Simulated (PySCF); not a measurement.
Compound: C5H7FO2.
SMILES with atom numbers: `[O:1]=[C:2]1[CH2:3][CH2:4][CH2:5][C@@H:6]([F:7])[O:8]1`

Geometry (GFN2-xTB, Å), atoms numbered from 1 in this order:
```xyz
15
C5H7FO2 angstrom
O     -1.1047    1.8967    1.7822
C     -0.6117    1.2232    0.9295
C     -1.3215    0.1712    0.1156
C     -0.4813   -1.1075    0.1708
C      0.9061   -0.8502   -0.4309
C      1.2505    0.6417   -0.4028
F      0.7989    1.2213   -1.5742
O      0.7223    1.3425    0.6674
H     -2.3147    0.0176    0.5353
H     -1.4250    0.5155   -0.9157
H     -0.9851   -1.9095   -0.3679
H     -0.3843   -1.4153    1.2140
H      1.6712   -1.3998    0.1156
H      0.9415   -1.1610   -1.4759
H      2.3334    0.8214   -0.3848
```

Probes without a nucleus sit at each ring's centroid and 1 Å off its mean plane on both sides; NICS is minus the shielding there, NICSzz its component along the normal. Level: GIAO PBE0/pcSseg-1 (PySCF, non-relativistic, gas phase) on the GFN2-xTB geometry, one conformer.

Ring bond lengths (Å), with Mayer bond orders in brackets: C2–C3 1.508 (1.01), C3–C4 1.531 (1.03), C4–C5 1.534 (1.02), C5–C6 1.531 (1.02), C6–O8 1.384 (0.96), O8–C2 1.365 (1.00).

Task: What do the NICS probes read (ppm)?

Result: 
| ring | type | NICS(0) | NICS(1), two faces | NICS(1)zz, two faces | rms pucker (Å) | centre to ring atoms, mean (Å) |
| --- | --- | --- | --- | --- | --- | --- |
| C2–C3–C4–C5–C6–O8 | 6-membered ring with O; formal bonds all single | -2.0 | -2.8 / -2.4 | -1.1 / 0.9 | 0.28 | 1.42 |

Task: What can be read from them?

Result: 
- C2–C3–C4–C5–C6–O8: mean NICS(1)zz -0.1 ppm, near zero. C3, C4, C5, C6 have four or more neighbours; no verdict on aromaticity is drawn.

Task: List the ring angles and the Hirshfeld charges of the ring atoms.

Result: 
- C2–C3–C4–C5–C6–O8: C2 114.7° (+0.212 e), C3 107.8° (-0.080 e), C4 110.0° (-0.064 e), C5 111.1° (-0.080 e), C6 114.9° (+0.137 e), O8 118.5° (-0.114 e); sum 677.0° against 720° for a flat convex ring.

The run took 39 s on one thread, Arm Neoverse N1 (aarch64), on a shared host, and the process peaked at 0.77 GiB of memory. This is the whole shielding run at PBE0/pcSseg-1, SCF included.
